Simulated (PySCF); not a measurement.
Compound: C8H6N2.
Structure used (GFN2-xTB), in Å, numbered top down from 1:
```
atom  x, y, z in Å
C1     2.247    1.777    0.535
C2     2.028    0.557    0.061
C3     0.697   -0.025   -0.068
C4     0.528   -1.320   -0.576
C5    -0.747   -1.844   -0.684
C6    -1.827   -1.072   -0.286
C7    -1.559    0.207    0.208
C8    -2.646    1.026    0.626
N9    -3.550    1.649    0.950
N10   -0.339    0.714    0.314
H11    3.240    2.185    0.619
H12    1.425    2.396    0.850
H13    2.847   -0.074   -0.260
H14    1.389   -1.896   -0.879
H15   -0.902   -2.839   -1.074
H16   -2.842   -1.433   -0.349
```

The calculation used TDDFT wB97X-D/def2-SVPD, vertical, gas phase, core orbitals frozen in the response (PySCF 2.14.0, density-fitted response routines).

Kohn–Sham orbitals with the atoms that hold most of them (Löwdin shares over 4%, at most four atoms; ? is withheld):

```csv
orbital,ε (eV),atoms
HOMO-3,-11.33,"C5 21%, C6 19%, C2 13%, C3 9%"
HOMO-2,-10.52,"N10 20%, N9 14%, C4 12%, C7 11%"
HOMO-1,-10.19,?
HOMO,-9.10,"C1 21%, C2 17%, C6 13%, C4 11%"
LUMO,?,?
LUMO+1,-0.18,"C6 17%, C4 15%, C3 12%, C1 11%"
LUMO+2,2.04,"C5 17%, C4 14%, H15 10%, C6 10%"
```

Q: Which atoms hold the HOMO-1, and with what shares?

A: N10 (bonded to 2 C) 58%; C3 (bonded to 2 C and N) 9%; C7 (bonded to 2 C and N) 9%; C4 (bonded to 2 C and H) 6%. By element: nitrogen 58% or more, carbon 24% or more.

Q: Give the leading atoms of the LUMO.

A: N10 (bonded to 2 C) 22%; C5 (bonded to 2 C and H) 15%; C7 (bonded to 2 C and N) 12%; C3 (bonded to 2 C and N) 9%. By element: carbon 36% or more, nitrogen 22% or more.

Q: What is the LUMO energy, and the HOMO–LUMO gap?

A: ε(LUMO) = -0.29 eV; the gap is 8.81 eV (0.3238 hartree).

Q: The HOMO–LUMO gap is 8.81 eV. Where does the response calculation put the lowest singlet, and from which orbitals?

A: S1 is at 4.73 eV (f = 0.130), 4.08 eV below the gap, made of HOMO→LUMO (89%). Without the coupling terms of the response equations the lowest excitation would equal the gap.

Q: One configuration dominates each of S1, S2, S3, S4, S5 and S6. Which, and how do the shares of the two leading atoms of either orbital change from the occupied to the empty one?

A: 
- S1 (4.73 eV, f 0.130), HOMO→LUMO (89%): C1 21% → at most 10%, C2 17% → at most 10%, N10 at most 12% → 22%, C5 at most 12% → 15%
- S2 (4.74 eV, f 0.0024), HOMO-1→LUMO (97%): N10 58% → 22%, C3 9% → 9%, C5 at most 6% → 15%
- S3 (5.06 eV, f 0.0002), HOMO-1→LUMO+1 (98%): N10 58% → at most 12%, C3 9% → 12%, C6 at most 6% → 17%, C4 6% → 15%
- S4 (5.33 eV, f 0.359), HOMO→LUMO+1 (91%): C1 21% → 11%, C2 17% → at most 12%, C6 13% → 17%, C4 11% → 15%
- S5 (6.21 eV, f 0.251), HOMO-2→LUMO+1 (74%): N10 20% → at most 12%, N9 14% → at most 12%, C6 at most 11% → 17%, C4 12% → 15%
- S6 (6.43 eV, f 0.207), HOMO-2→LUMO (81%): N10 20% → 22%, N9 14% → at most 10%, C5 at most 11% → 15%

Löwdin shares depend on the basis, the more so with diffuse functions.

One conformer stands for the species.
